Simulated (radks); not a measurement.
Values are calculated unless marked as measured or tabulated.
Mean orbital radii <r> (bohr) of the molybdenum ion Mo+, [Kr] 4d5, at several levels of relativity; Dirac values are averaged over j with weights 2j + 1. Spin-unpolarised spherical Kohn-Sham, BLYP, point nucleus unless stated (finite: rms radius 4.4091 fm), a radial shooting solver on a logarithmic mesh with Libxc functionals. A level marked "c x" has the speed of light scaled by that factor and shares open shells by 2j + 1; other Dirac levels either fill j = l - 1/2 first or share by 2j + 1.

shell  non-rel.  Dirac, 2j+1 shares  Dirac, 2j+1 shares, finite nucleus  Dirac, c x 1.5  change of magnitude, last against first (%)
1s      0.03630             0.03516                             0.03516         0.03580                                        -1.37
2s       0.1587              0.1534                              0.1534          0.1564                                        -1.47
2p       0.1360              0.1338                              0.1338          0.1350                                        -0.73
3s       0.4410              0.4288                              0.4288          0.4356                                        -1.21
3p       0.4359              0.4305                              0.4305          0.4335                                        -0.55
3d       0.4146              0.4154                              0.4154          0.4149                                        +0.08
4s        1.136               1.107                               1.107           1.123                                        -1.10
4p        1.249               1.238                               1.238           1.244                                        -0.41
4d        1.882               1.906                               1.906           1.892                                        +0.55
